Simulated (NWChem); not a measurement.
Program: NWChem. System: F₃Ga, charge 0, spin multiplicity 1, at a geometry optimised with PBE/def2-SVP. The structure started from a generated list of species. Level: G0W0@PBE0/def2-SVPD, RI basis def2-svpd-rifit.

Part of the output:

```
             Northwest Computational Chemistry Package (NWChem) 7.3.0
             --------------------------------------------------------

                                NWChem Input Module
                                -------------------

 Scaling coordinates for geometry "geometry" by  1.889725989
 (inverse scale =  0.529177249)

 Turning off AUTOSYM since
 SYMMETRY directive was detected!

                             Geometry "geometry" -> ""
                             -------------------------

 Output coordinates in angstroms (scale by  1.889725989 to convert to a.u.)

  No.       Tag          Charge          X              Y              Z
 ---- ---------------- ---------- -------------- -------------- --------------
    1 Ga                  31.0000     0.00000000     0.00000000     0.00000100
    2 F                    9.0000     0.00000000     0.00000000     1.74646000
    3 F                    9.0000    -1.51248000     0.00000000    -0.87323200
    4 F                    9.0000     1.51248000     0.00000000    -0.87323200

 Effective nuclear repulsion energy (a.u.)     296.1204119807

            Nuclear Dipole moment (a.u.)
            ----------------------------
        X                 Y               Z
 ---------------- ---------------- ----------------
     0.0000000000     0.0000000000    -0.0000094486

      Symmetry information
      --------------------

 Group name             C2v
 Group number             16
 Group order               4
 No. of unique centers     3

      Symmetry unique atoms

     1    2    3


 Summary of "ao basis" -> "" (spherical)
 ------------------------------------------------------------------------------
       Tag                 Description            Shells   Functions and Types
 ---------------- ------------------------------  ------  ---------------------
 *                         def2-svpd                  on all atoms

 new library libraries.bse/

 Summary of "ri basis" -> "" (spherical)
 ------------------------------------------------------------------------------
       Tag                 Description            Shells   Functions and Types
 ---------------- ------------------------------  ------  ---------------------
 *                      def2-svpd-rifit               on all atoms

                                 NWChem DFT Module
                                 -----------------

 Summary of "ao basis" -> "ao basis" (spherical)
 ------------------------------------------------------------------------------
       Tag                 Description            Shells   Functions and Types
 ---------------- ------------------------------  ------  ---------------------
 Ga                        def2-svpd                14       38   6s4p4d
 F                         def2-svpd                 9       23   4s3p2d

 Summary of "ao basis" -> "ao basis" (spherical)
 ------------------------------------------------------------------------------
       Tag                 Description            Shells   Functions and Types
 ---------------- ------------------------------  ------  ---------------------
 Ga                        def2-svpd                14       38   6s4p4d
 F                         def2-svpd                 9       23   4s3p2d

      Symmetry analysis of basis
      --------------------------

        a1         45
        a2         13
        b1         29
        b2         20

            General Information
            -------------------
          SCF calculation type: DFT
          Wavefunction type:  closed shell.
          No. of atoms     :     4
          No. of electrons :    58
           Alpha electrons :    29
            Beta electrons :    29
          Charge           :     0
          Spin multiplicity:     1
          Use of symmetry is: on ; symmetry adaption is: on
          Maximum number of iterations: 100
          This is a Direct SCF calculation.
          AO basis - number of functions:   107
                     number of shells:    41
          Convergence on energy requested:  1.00D-06
          Convergence on density requested:  1.00D-05
          Convergence on gradient requested:  5.00D-04

              XC Information
[...]
  ----- ------------  ---------------      ----- ------------  ---------------
    43      0.471656  2 F  px                66      0.312851  3 F  px
    89      0.312851  4 F  px                46     -0.309633  2 F  px
    69     -0.203097  3 F  px                92     -0.203097  4 F  px
    22     -0.154016  1 Ga d  1              68     -0.091591  3 F  pz
    91      0.091591  4 F  pz                49     -0.085580  2 F  px

 Vector   28  Occ=2.000000D+00  E=-4.437417D-01  Symmetry=a1
              MO Center=  5.3D-13,  4.2D-15, -4.7D-01, r^2= 3.2D+00
   Bfn.  Coefficient  Atom+Function         Bfn.  Coefficient  Atom+Function
  ----- ------------  ---------------      ----- ------------  ---------------
    68      0.418695  3 F  pz                91      0.418695  4 F  pz
    71     -0.274104  3 F  pz                94     -0.274104  4 F  pz
    45      0.259961  2 F  pz                48     -0.167616  2 F  pz
    21     -0.133381  1 Ga d  0              66     -0.091645  3 F  px
    89      0.091645  4 F  px                23      0.077007  1 Ga d  2

 Vector   29  Occ=2.000000D+00  E=-4.389976D-01  Symmetry=b1
              MO Center= -5.4D-13, -3.5D-19, -3.1D-04, r^2= 3.5D+00
   Bfn.  Coefficient  Atom+Function         Bfn.  Coefficient  Atom+Function
  ----- ------------  ---------------      ----- ------------  ---------------
    43      0.387438  2 F  px                68      0.335605  3 F  pz
    91     -0.335605  4 F  pz                46     -0.262509  2 F  px
    71     -0.227388  3 F  pz                94      0.227388  4 F  pz
    66     -0.193796  3 F  px                89     -0.193796  4 F  px
    69      0.131304  3 F  px                92      0.131304  4 F  px

 Vector   30  Occ=0.000000D+00  E=-1.037152D-01  Symmetry=a1
              MO Center=  4.2D-15, -7.4D-17, -6.5D-07, r^2= 3.6D+00
   Bfn.  Coefficient  Atom+Function         Bfn.  Coefficient  Atom+Function
  ----- ------------  ---------------      ----- ------------  ---------------
     5      0.782566  1 Ga s                  4      0.755841  1 Ga s
     3     -0.361409  1 Ga s                 45     -0.219511  2 F  pz
     6      0.196693  1 Ga s                 66      0.190102  3 F  px
    89     -0.190102  4 F  px                48      0.184832  2 F  pz
    41     -0.168648  2 F  s                 64     -0.168648  3 F  s

 Vector   31  Occ=0.000000D+00  E=-4.344860D-02  Symmetry=b2
              MO Center= -1.5D-14, -5.8D-16,  1.8D-06, r^2= 3.4D+00
   Bfn.  Coefficient  Atom+Function         Bfn.  Coefficient  Atom+Function
  ----- ------------  ---------------      ----- ------------  ---------------
    17      0.888066  1 Ga py                14      0.498909  1 Ga py
    11     -0.232824  1 Ga py                44      0.170973  2 F  py
    67      0.170973  3 F  py                90      0.170973  4 F  py
    47     -0.136824  2 F  py                70     -0.136823  3 F  py
    93     -0.136823  4 F  py                50     -0.123662  2 F  py

 Vector   32  Occ=0.000000D+00  E= 4.063286D-02  Symmetry=a1
              MO Center= -4.7D-15,  4.4D-16, -1.4D-05, r^2= 1.4D+01
   Bfn.  Coefficient  Atom+Function         Bfn.  Coefficient  Atom+Function
  ----- ------------  ---------------      ----- ------------  ---------------
     5      4.757518  1 Ga s                  6     -3.700649  1 Ga s
    42     -0.526607  2 F  s                 65     -0.526589  3 F  s
    88     -0.526589  4 F  s                  4      0.390923  1 Ga s
    51      0.389735  2 F  pz                72     -0.337503  3 F  px
    95      0.337503  4 F  px                 3     -0.223057  1 Ga s

 center of mass
 --------------
 x =   0.00000000 y =   0.00000000 z =  -0.00000011

 moments of inertia (a.u.)
 ------------------
         310.401568718301           0.000000000000           0.000000000000
           0.000000000000         620.803186118321           0.000000000000
           0.000000000000           0.000000000000         310.401617400019

     Multipole analysis of the density
     ---------------------------------

     L   x y z        total         alpha         beta         nuclear
     -   - - -        -----         -----         ----         -------
     0   0 0 0     -0.000000    -29.000000    -29.000000     58.000000

     1   1 0 0      0.000000      0.000000      0.000000      0.000000
     1   0 1 0     -0.000000     -0.000000     -0.000000      0.000000
     1   0 0 1      0.000009      0.000009      0.000009     -0.000009

     2   2 0 0    -26.698305    -86.871517    -86.871517    147.044728
     2   1 1 0      0.000000      0.000000      0.000000      0.000000
     2   1 0 1     -0.000000     -0.000000     -0.000000      0.000000
     2   0 2 0    -19.312293     -9.656147     -9.656147      0.000000
     2   0 1 1     -0.000000     -0.000000     -0.000000      0.000000
     2   0 0 2    -26.698311    -86.871508    -86.871508    147.044705

 Task  times  cpu:        6.9s     wall:        6.9s

                                NWChem Input Module
                                -------------------

                                 NWChem GW Module
                                 ----------------

                             ***********************
                             ***        GW       ***
                             ***********************

 Summary of "ri basis" -> "ri basis" (spherical)
 ------------------------------------------------------------------------------
       Tag                 Description            Shells   Functions and Types
 ---------------- ------------------------------  ------  ---------------------
 Ga                     def2-svpd-rifit             37      143   11s10p8d5f3g
 F                      def2-svpd-rifit             20       64   7s6p5d2f

                 Memory Information
                 ------------------
          Available GA per process is          1699.9 MBs
          Available stack per process is        700.0 MBs
          Available heap per process is           0.0 MBs

          Peak memory in Initialization
              Peak GA per process is                  9.3 MBs
              Peak stack per process is               0.1 MBs
              Peak heap per process is                9.7 MBs
              Memory not in MA per process            0.0 MBs

          Peak memory in AFF Calculation
              Peak GA per process is                 53.1 MBs
              Peak stack per process is              39.0 MBs
              Peak heap per process is                0.0 MBs
              Memory not in MA per process           39.0 MBs

          Computing 2-center integrals
          Computing Inverse Cholesky factor
          Computing 3-center integrals
          Computing V_xc ...

          Computing Sigma_x
          Computing RPA polarizability
          Solving quasiparticle equations

                  Alpha Orbitals
          State     Energy (eV)     Error (eV)
          -----------------------------------
@GW        26        -14.325           0.002
@GW        27        -14.287           0.002
@GW        28        -14.287           0.002
@GW        29        -14.183           0.002
@GW        30          0.111           0.002
@GW        31          1.308           0.002

   Applying  -2.2370 eV scissor-shift to rest of particle states

   Applying   2.9337 eV scissor-shift to rest of hole states

     GW Timing Statistics
   ------------------------
   Init.   :          0.1s
     ERIs  :          0.6s
     Distr.:          0.0s
     Vxc   :          0.6s
   Sigma_x :          0.0s
   RPA     :          2.2s
   Wmn     :          0.0s
   Sigma_c :          0.0s
   GW total:          3.6s

 Task  times  cpu:        3.6s     wall:        3.6s

 Total times  cpu:       10.5s     wall:       10.5s
```

Q: Write an NWChem input that would produce this output.

A: Several could match; the one computed here: 
```
start mol
memory heap 200 mb stack 700 mb global 1700 mb
geometry units angstroms nocenter noautoz
  Ga     0.000000     0.000000     0.000001
  F      0.000000     0.000000     1.746460
  F     -1.512480     0.000000    -0.873232
  F      1.512480     0.000000    -0.873232
  symmetry group C2v
end
basis spherical
  * library def2-svpd
end
basis "ri basis" bse spherical
  * library def2-svpd-rifit
end
dft
  xc pbe0
  iterations 100
  direct
  tolerances tight
end
task dft energy
gw
  states alpha occ 4 vir 2
end
task dft gw
```
